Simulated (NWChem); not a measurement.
# C$_{2}$H$_{7}$B; SMILES CCB

```xyz
10

B     -0.2890    -1.4312     0.0273
H      0.2863    -2.4790     0.2265
H     -1.4782    -1.4650    -0.2096
C      0.5114    -0.1003    -0.0175
C     -0.2431     1.2222     0.0247
H      1.0159    -0.2261    -1.0065
H      1.3601    -0.1184     0.6891
H     -0.7108     1.3805     1.0090
H     -1.0516     1.2464    -0.7224
H      0.4132     2.0858    -0.1658
```
Atoms are numbered in this order, from 1.

Results from NWChem. Geometry: optimised at PBE0/def2-SVP. Vertical excitations in the gas phase.

Problem. What does the run give for PBE0/def2-SVP, full TDDFT? Quantities: lowest excitation, singlet (eV); lowest state with f > 0.02, singlet (eV); oscillator strength of that bright state; orbital gap (eV).

Solution. 
| Item | Result |
|---|---|
| lowest excitation, singlet (eV) | 5.79 |
| lowest state with f > 0.02, singlet (eV) | 7.44 |
| oscillator strength of that bright state | 0.040 |
| orbital gap (eV) | 7.61 |
